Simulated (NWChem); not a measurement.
# C2H6FGa; SMILES [CH3][Ga]([CH3])[F]

```xyz
10

Ga    -0.0103     0.0000    -0.1232
F      1.7236     0.0092    -0.5661
C     -0.7296    -1.8244     0.0302
H     -0.5952    -2.3503    -0.9366
H     -1.8016    -1.8380     0.3047
H     -0.1510    -2.3799     0.7957
C     -0.7328     1.8169     0.0920
H     -1.8051     1.8193     0.3661
H     -0.5985     2.3761    -0.8559
H     -0.1558     2.3467     0.8767
```
Atoms are numbered in this order, from 1.

Level: PBE-D3(BJ)/def2-SVP (NWChem), optimised geometry, unscaled harmonic frequencies. 

```json
[
 {"frequency (cm⁻¹)": "34", "IR intensity (km/mol)": "0.0"},
 {"frequency (cm⁻¹)": "50", "IR intensity (km/mol)": "0.8"},
 {"frequency (cm⁻¹)": "141", "IR intensity (km/mol)": "0.6"},
 {"frequency (cm⁻¹)": "160", "IR intensity (km/mol)": "5.0"},
 {"frequency (cm⁻¹)": "185", "IR intensity (km/mol)": "16.6"},
 {"frequency (cm⁻¹)": "522", "IR intensity (km/mol)": "0.4"},
 {"frequency (cm⁻¹)": "595", "IR intensity (km/mol)": "51.1"},
 {"frequency (cm⁻¹)": "609", "IR intensity (km/mol)": "0.0"},
 {"frequency (cm⁻¹)": "649", "IR intensity (km/mol)": "53.9"},
 {"frequency (cm⁻¹)": "690", "IR intensity (km/mol)": "21.4"},
 {"frequency (cm⁻¹)": "714", "IR intensity (km/mol)": "50.9"},
 {"frequency (cm⁻¹)": "747", "IR intensity (km/mol)": "62.6"},
 {"frequency (cm⁻¹)": "1165", "IR intensity (km/mol)": "2.8"},
 {"frequency (cm⁻¹)": "1166", "IR intensity (km/mol)": "10.6"},
 {"frequency (cm⁻¹)": "1373", "IR intensity (km/mol)": "1.8"},
 {"frequency (cm⁻¹)": "1376", "IR intensity (km/mol)": "0.0"},
 {"frequency (cm⁻¹)": "1380", "IR intensity (km/mol)": "3.9"},
 {"frequency (cm⁻¹)": "1381", "IR intensity (km/mol)": "3.7"},
 {"frequency (cm⁻¹)": "2982", "IR intensity (km/mol)": "3.3"},
 {"frequency (cm⁻¹)": "2983", "IR intensity (km/mol)": "0.4"},
 {"frequency (cm⁻¹)": "3082", "IR intensity (km/mol)": "0.2"},
 {"frequency (cm⁻¹)": "3082", "IR intensity (km/mol)": "2.7"},
 {"frequency (cm⁻¹)": "3100", "IR intensity (km/mol)": "0.0"},
 {"frequency (cm⁻¹)": "3100", "IR intensity (km/mol)": "8.4"}
]
```

```
Item                                                                               Result
-----------------------------------------------------------------------  ----------------
zero-point energy                                                           44.7 kcal/mol
thermal correction to the enthalpy at 298.15 K (with zero-point energy)     49.9 kcal/mol
heat capacity Cv                                                         23.1 cal/(mol K)
entropy at 298.15 K and 1 atm (symmetry number 2)                        85.6 cal/(mol K)
dipole moment                                                                      2.55 D
```

Rigid rotor and harmonic oscillator; modes under 100 cm⁻¹ make the entropy uncertain.
